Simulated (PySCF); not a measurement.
Gas-phase reaction: Ga2H6 + 4 HCl → 2 GaHCl2 + 4 H2

Computed with PySCF and rigid-rotor harmonic-oscillator thermochemistry at 1 bar. † marks an energy on the PBE0/def2-TZVP geometry and frequencies; other levels use their own. CCSD(T) freezes the core. All species are closed-shell singlets. B3LYP is the form with VWN-RPA correlation. Ga: all electrons, no relativistic terms. Ga2H6, GaHCl2: computed as isolated molecules; such fragments, hydroxides, amides, oligomers or adducts are transient or little studied in the gas. CCSD(T) isn't extrapolated to the basis-set limit.

PBE0/def2-TZVP gives ΔH°(298 K) = -320 kJ.

**Question.** What do B3LYP/def2-TZVP†, CCSD(T)/def2-SVP†, M06-2X/def2-TZVP† give?

**Answer.** B3LYP/def2-TZVP†: -341 kJ; CCSD(T)/def2-SVP†: -325 kJ; M06-2X/def2-TZVP†: -395 kJ. For scale, ΔH°(298 K) is -320 kJ at this level, -336 kJ at ωB97M-V/def2-TZVP†, and runs from -395 to -264 kJ over the 19 levels computed († marks an energy on the PBE0/def2-TZVP geometry).
